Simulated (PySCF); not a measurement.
chlorosilylformaldehyde (CH3ClOSi), SMILES O=C[SiH2]Cl. Atoms are numbered in the order given.

```xyz
7

O     -0.1774     2.5862     0.0000
C     -0.5927     1.4511     0.0000
Si     0.6800    -0.0030     0.0000
Cl    -0.3459    -1.8113     0.0000
H     -1.6984     1.2362     0.0000
H      1.5175     0.1006    -1.2221
H      1.5175     0.1006     1.2221
```
Charge 0, spin multiplicity 1.

Geometry: B3LYP-D3(BJ)/def2-SVP. The values are those of a single conformer.

Calculation: PySCF with PBE/def2-TZVPD.

Symmetry labels are those of the subgroup Cs that the program uses (full group Cs).

Computed valence orbital energies around the gap with their symmetry:
```csv
orbital,symmetry,energy (eV)
HOMO−7,A',-11.63
HOMO−6,A',-10.71
HOMO−5,A",-10.63
HOMO−4,A',-9.86
HOMO−3,A",-9.49
HOMO−2,A',-8.34
HOMO−1,A",-7.96
HOMO,A',-6.08
LUMO,A",-3.30
LUMO+1,A',-1.29
LUMO+2,A',-0.53
LUMO+3,A',-0.25
```
